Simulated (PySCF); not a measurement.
Method: CAM-B3LYP-D3(BJ)/def2-TZVP in PySCF 2.14.0. Gas-phase values, no solvent. 

Reference species (SMILES): `[GeH4]` (neutral, multiplicity 1).

```json
{
 "HOMO–LUMO gap": "13.06 eV"
}
```

Changed species: `[GeH3][Cl]` (3 of 4 Cl replaced by H; the reference has 4 of 4 Cl replaced by H).

Task: What does the change do to the HOMO–LUMO gap?

Result: the HOMO–LUMO gap drops by 2.20 eV, to 10.86 eV.
